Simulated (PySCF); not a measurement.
**SiH2O2F2**

The system: SiH2O2F2, a small molecule; neutral, singlet. The structure, one conformer, was relaxed in the gas phase by PBE0-D3(BJ)/def2-SVP. No frequency run checks that it is a minimum.

SMILES: O[Si](O)(F)F

| atom | x (Å) | y (Å) | z (Å) |
| --- | --- | --- | --- |
| Si1 | 0.017 | -0.265 | 0.235 |
| O2 | -0.180 | 1.341 | 0.030 |
| O3 | -0.435 | -1.048 | -1.115 |
| F4 | 1.545 | -0.575 | 0.625 |
| F5 | -0.845 | -0.834 | 1.458 |
| H6 | 0.218 | 1.940 | 0.668 |
| H7 | -0.362 | -0.564 | -1.943 |

Shieldings: GIAO PBE0/pcSseg-2. Shifts are against computed references at the same level: H TMS (σ 31.24 ppm), Si TMS (σ 341.3 ppm). Core levels by delta-SCF with SCAN, pcX-2 on the ionised atom and pcseg-1 elsewhere, spin-free X2C (2p3/2 is the spin-free 2p value less a third of a first-order spin-orbit splitting); from the vacuum level, for chosen atoms.

Task: Give the shieldings and core levels atom by atom.

Result: 
```json
{"atoms": "Si1", "bonded to": "2 F + 2 O", "σ (ppm)": "426.2", "δ (ppm)": "-85.0", "core level (eV)": "2p3/2 110.19"}
{"atoms": "O2", "bonded to": "1 Si + 1 H", "σ (ppm)": "287.1", "δ (ppm)": "-", "core level (eV)": "1s 539.95"}
{"atoms": "O3", "bonded to": "1 Si + 1 H", "σ (ppm)": "293.1", "δ (ppm)": "-", "core level (eV)": "1s 539.88"}
{"atoms": "F4", "bonded to": "1 Si", "σ (ppm)": "328.0", "δ (ppm)": "-", "core level (eV)": "1s 693.19"}
{"atoms": "F5", "bonded to": "1 Si", "σ (ppm)": "336.4", "δ (ppm)": "-", "core level (eV)": "1s 693.24"}
{"atoms": "H6", "bonded to": "1 O", "σ (ppm)": "29.09", "δ (ppm)": "2.15", "core level (eV)": "-"}
{"atoms": "H7", "bonded to": "1 O", "σ (ppm)": "29.06", "δ (ppm)": "2.18", "core level (eV)": "-"}
```

Values are those of this one static structure; atoms that internal rotation interchanges would show their mean in an NMR spectrum.

Task: By CAM-B3LYP/def2-SVPD (TDDFT singlets, Tamm-Dancoff triplets, ionisation by delta-SCF), where does absorption start, and what does vertical ionisation take?

Result: The lowest singlet lies at 8.48 eV (f 0.004), the strongest of the first 6 at 9.64 eV (f 0.080), the lowest triplet at 8.08 eV; vertical ionisation takes 13.14 eV.
